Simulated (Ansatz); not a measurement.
Cost and result up the ladder for Me2Se2 (C₂H₆Se₂) (10 atoms). Charge 0, multiplicity 1. Geometry: r2SCAN-D4/def2-SVP.

```
atom   x (Å)   y (Å)   z (Å)
  C1  -1.785   0.242  -0.926
 Se2  -1.423  -0.233   0.943
 Se3   0.533   0.963   1.326
  C4   1.877  -0.318   0.693
  H5  -0.995  -0.141  -1.585
  H6  -1.878   1.332  -1.025
  H7  -2.742  -0.237  -1.182
  H8   1.795  -1.257   1.255
  H9   2.856   0.147   0.886
 H10   1.765  -0.500  -0.384
```

Ansatz on 4 threads of AMD EPYC 9R45 on a shared host. Times are rough, and most runs start from the orbitals of an earlier one. ωB97X-V/def2-TZVP serves as the yardstick here, not as an exact answer. Differences are given only for rows in sets of like size (and for xTB, whose basis is part of the method), since another set adds its own error. Binding counts from free atoms at the same level (C triplet, Se triplet, H doublet; other spins of the atoms weren't run), without zero-point energy or a counterpoise term.

B3LYP takes the VWN-RPA correlation. Correlated methods freeze 20 core orbitals; core or outer-core shells of Se are correlated, in sets that lack core-valence functions. The rows differ in basis, and correlated rows in double-zeta sets carry the largest basis error.

Correlated methods converge slowly with the basis, most of all in double-zeta sets.

```
                          level  functions  wall time  binding energy per atom (eV)  difference from ωB97X-V/def2-TZVP (eV)
                      HF/STO-3G         52     0.15 s                          3.25                                       –
                PBE-D4/def2-SVP        122      0.4 s                          3.58                                       –
              BLYP-D4/def2-TZVP        194     0.65 s                          3.49                                   -0.01
               PBE0-D4/def2-SVP        122     0.65 s                          3.52                                       –
             B3LYP-D4/def2-TZVP        194        1 s                          3.49                                    0.00
              PBE-D4/def2-TZVPD        242      1.1 s                          3.57                                    0.08
            r2SCAN-D4/def2-TZVP        194      1.2 s                          3.51                                    0.01
           r2SCAN0-D4/def2-TZVP        194      1.5 s                          3.46                                   -0.04
PBE0-D4/def2-TZVP (with forces)        194      1.6 s                          3.51                                    0.01
             PBE0-D4/def2-TZVPD        242      1.6 s                          3.51                                    0.01
           r2SCAN-D4/def2-TZVPD        242      1.8 s                          3.51                                    0.01
               B97M-V/def2-TZVP        194      2.3 s                          3.48                                   -0.01
              ωB97X-V/def2-TZVP        194      2.4 s                          3.50                                    0.00
               CCSD(T)/def2-SVP        122      4.3 s                          3.28                                       –
```
